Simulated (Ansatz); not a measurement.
Cost and result up the ladder for BMe2(OH) (C2H7BO) (11 atoms). The state is a singlet with charge 0. Geometry: PBE-D4/def2-SVP.

```xyz
11

B    -0.204   -0.345   -0.027
C    -1.235    0.851   -0.062
C     1.358   -0.102    0.117
O    -0.724   -1.610   -0.136
H    -1.038    1.591    0.742
H    -2.290    0.518    0.006
H    -1.118    1.412   -1.016
H     1.985   -1.015    0.030
H     1.574    0.359    1.106
H     1.717    0.632   -0.635
H    -0.026   -2.290   -0.124
```

Ansatz on 2 threads of Arm Neoverse V2 on a shared host. Times are rough, and most runs start from the orbitals of an earlier one. ωB97M-V/def2-TZVP serves as the yardstick here, not as an exact answer. Differences are given only for rows in sets of like size (and for xTB, whose basis is part of the method), since another set adds its own error. Binding counts from free atoms at the same level (B doublet, C triplet, O triplet, H doublet; other spins of the atoms weren't run), without zero-point energy or a counterpoise term.

HSE06 is defined as in plane-wave codes, on full-range PBE exchange. Correlated methods freeze 4 core orbitals.

Correlated methods converge slowly with the basis.

| level | functions | wall time | binding energy per atom (eV) | difference from ωB97M-V/def2-TZVP (eV) |
| --- | --- | --- | --- | --- |
| HF/STO-3G | 27 | 0.1 s | 3.85 | – |
| PBE-D4/def2-SVP | 91 | 0.9 s | 4.23 | – |
| PBE0-D4/def2-SVP | 91 | 0.95 s | 4.18 | – |
| BHLYP-D4/def2-TZVP | 166 | 1.9 s | 4.03 | -0.11 |
| PBE-D4/def2-TZVP (with forces) | 166 | 1.9 s | 4.19 | 0.06 |
| PBE0-D4/def2-TZVP | 166 | 1.9 s | 4.14 | 0.00 |
| HSE06-D4/def2-TZVP | 166 | 2 s | 4.14 | 0.00 |
| r2SCAN-D4/def2-TZVP | 166 | 2.7 s | 4.14 | 0.01 |
| ωB97M-V/def2-TZVP | 166 | 6.5 s | 4.14 | 0.00 |
| CCSD(T)/def2-TZVP | 166 | 28 s | 3.99 | -0.15 |
